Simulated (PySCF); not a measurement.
First SCF of a structure search on singlet MoBr2, at a hand-made linear geometry. PySCF input:

```python
from pyscf import gto, scf, dft
mol = gto.M(atom='''
Mo     0.000000     0.000000     0.000000
Br     0.000000     0.000000     2.520000
Br     0.000000     0.000000    -2.520000''',
    basis={'Mo': 'def2-TZVP', 'Br': 'def2-TZVP'},
    ecp={'Mo': 'def2-TZVP'},
    charge=0, spin=0)
mf = dft.RKS(mol, xc='PBE0')
mf.grids.atom_grid = (50, 194)
aux = {'Mo': 'def2-universal-JKFIT', 'Br': 'def2-universal-JKFIT'}
mf = mf.density_fit(auxbasis=aux)
mf.conv_tol = 1e-08
mf.diis_space = 10
mf.max_cycle = 60
mf.init_guess = 'minao'
mf.verbose = 4
mf.kernel()
```

Excerpt of the output (cycles and frontier levels):

```
init E= -5207.34042321161
  HOMO = -0.429105819772328  LUMO = -0.405586355130833  gap/eV = 0.64000
cycle= 1 E= -5215.59041203701  delta_E= -8.25  |g|= 1.04  |ddm|= 3.89
  HOMO = 0.0464953048948112  LUMO = 0.0513763436715722  gap/eV = 0.13282
cycle= 2 E= -5212.29703475935  delta_E= 3.29  |g|= 2.42  |ddm|= 7.58
  HOMO = -0.314692057195568  LUMO = -0.255564691598939  gap/eV = 1.60894
cycle= 3 E= -5215.45088131721  delta_E= -3.15  |g|= 1.19  |ddm|= 7.61
  HOMO = -0.307792440995278  LUMO = -0.250340896645214  gap/eV = 1.56334
cycle= 4 E= -5215.54495570058  delta_E= -0.0941  |g|= 1.03  |ddm|= 0.102
  HOMO = -0.194725933318973  LUMO = -0.144747594345885  gap/eV = 1.35998
cycle= 5 E= -5215.8336902418  delta_E= -0.289  |g|= 0.173  |ddm|= 0.638
  HOMO = -0.195755874165357  LUMO = -0.142426236556478  gap/eV = 1.45117
cycle= 6 E= -5215.84010940798  delta_E= -0.00642  |g|= 0.0369  |ddm|= 0.161
  HOMO = -0.194810288099751  LUMO = -0.140938200642828  gap/eV = 1.46593
cycle= 7 E= -5215.84028070412  delta_E= -0.000171  |g|= 0.0119  |ddm|= 0.0361
  HOMO = -0.196204175248298  LUMO = -0.141996604268003  gap/eV = 1.47506
cycle= 8 E= -5215.84031543509  delta_E= -3.47e-05  |g|= 0.00374  |ddm|= 0.0069
  HOMO = -0.196933809032066  LUMO = -0.142628161807549  gap/eV = 1.47773
cycle= 9 E= -5215.84032011384  delta_E= -4.68e-06  |g|= 0.000151  |ddm|= 0.00304
  HOMO = -0.196970252214087  LUMO = -0.142664398591873  gap/eV = 1.47774
cycle= 10 E= -5215.84032013299  delta_E= -1.92e-08  |g|= 3.88e-05  |ddm|= 0.000327
  HOMO = -0.196970088799381  LUMO = -0.142665971059451  gap/eV = 1.47769
cycle= 11 E= -5215.84032013381  delta_E= -8.23e-10  |g|= 9.02e-06  |ddm|= 6.82e-05
  HOMO = -0.196974537021391  LUMO = -0.142669652940318  gap/eV = 1.47771
Extra cycle  E= -5215.84032013369  delta_E= 1.25e-10  |g|= 2.27e-05  |ddm|= 2.41e-05
converged SCF energy = -5215.84032013369
```

This is not the lowest solution: another start and a stability analysis within the same restricted form found one 86.8 kJ/mol lower, at -5215.87340 Eh.

At the minimum of this search the closed-shell solution is unstable towards spin polarisation, so a lower open-shell solution exists.

The search for the lowest solution, 3 starts and the stability check together, took 17 s on 4 threads of a shared Arm Neoverse V1 host, with 136 basis functions; the process peaked at 0.49 GiB. Launch command: `OMP_NUM_THREADS=4 python axn.py task.json out`.
